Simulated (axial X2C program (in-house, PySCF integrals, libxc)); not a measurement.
Spin–orbit effects along a row: molecules with Br, HF

Calculated with an in-house relativistic program for diatomic molecules, spin-free (one-electron X2C) or two-component (2c: spin–orbit coupling with atomic mean-field Coulomb and Gaunt terms, which also bring small scalar terms), in Dyall basis sets with cores contracted in-house; open shells are unrestricted.

Basis sets: Br dyall-cv3z, Ca dyall-cv3z, Fe dyall-cv3z, Ga dyall-cv3z, Ge dyall-cv3z, Mn dyall-cv3z, Sc dyall-cv3z, Ti dyall-cv3z, V dyall-cv3z.

```
molecule   spin-free state  Re (Å)  ωe (cm⁻¹)  De (eV)  2c state  Re 2c (Å)  ωe 2c (cm⁻¹)  De 2c (eV)
    CaBr  M_S = 1/2, Λ = 0   2.665      274.1     3.27   Ω = 1/2      2.666         273.8        3.11
    ScBr    M_S = 1, Λ = 2   2.568      284.6     3.39     Ω = 1      2.569         284.3        3.23
    TiBr  M_S = 3/2, Λ = 3   2.523      284.1     3.22   Ω = 3/2      2.523         284.0         n/a
     VBr                 ?       ?          ?        ?         ?          ?             ?           ?
    MnBr    M_S = 3, Λ = 0   2.460      273.5     2.75     Ω = 3      2.461         273.1        2.59
    FeBr  M_S = 5/2, Λ = 2   2.408      286.0     2.59   Ω = 9/2      2.410         285.5         n/a
    GaBr    M_S = 0, Λ = 0   2.391      255.6     3.19     Ω = 0      2.392         255.3         n/a
    GeBr  M_S = 1/2, Λ = 1   2.346      285.9     2.23   Ω = 1/2      2.347         285.7         n/a
```

Problem. Estimate the 2c Re and ωe of VBr as the mean of its neighbours in the table.

Solution. Re ≈ 2.492 Å, ωe ≈ 278.6 cm⁻¹. The HF runs give the row below, so the estimate misses by 0.037 Å and -14.8 cm⁻¹.

```
molecule  spin-free state  Re (Å)  ωe (cm⁻¹)  De (eV)  2c state  Re 2c (Å)  ωe 2c (cm⁻¹)  De 2c (eV)
     VBr   M_S = 2, Λ = 1   2.455      293.3     2.43     Ω = 1      2.455         293.3         n/a
```

Each entry is the lowest single determinant of a limited PBE0 search at one distance. De goes to single-determinant-based atoms at the same level (for ions the charge split of lowest energy) and is withheld (n/a) where an atom does not fit its ground term or J level. Main or longest-lived isotopes. One determinant is a doubtful description, or other states lie close, for ScBr, TiBr, VBr, MnBr, FeBr; these need not be ground states, and all values refer to the states named. Some open-shell Ω = 0 determinants are out of reach, so the Ω given for VBr, MnBr need not be the lowest component. With several unpaired electrons the Ω given is that of one determinant, not necessarily of the lowest component.
